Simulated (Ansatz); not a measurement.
Cartesian coordinates in Å:
```
C -1.282 0.318 0.905
N -0.949 1.304 0.188
C 0.214 1.147 -0.676
C 0.885 -0.241 -0.661
Ge -0.121 -1.253 0.682
H -2.148 0.429 1.559
H -0.112 1.417 -1.685
H 0.922 1.928 -0.379
H 0.816 -0.731 -1.632
H 1.940 -0.177 -0.397
H 0.672 -1.634 1.945
H -0.838 -2.507 0.151
```

Charge 0, multiplicity 1.

(1) List the r2SCAN/def2-TZVPP orbital energies in eV (Ansatz). (An estimate is asked.)

Results:

(1) The calculation gave: Occupied: -10833.95, -1349.06, -1199.12, -1199.11, -1199.09, -385.45, -273.93, -273.89, -273.09, -167.25, -116.95, -116.93, -116.91, -30.24, -30.23, -30.23, -30.18, -30.17, -24.29, -19.50, -17.23, -14.06, -13.71, -11.98, -11.44, -10.55, -9.61, -8.87, -8.78, -7.66, -7.38, -5.81. Lowest empty: -1.38, 0.30, 0.65, 1.46, 1.62, 2.28, 2.81, 3.03.
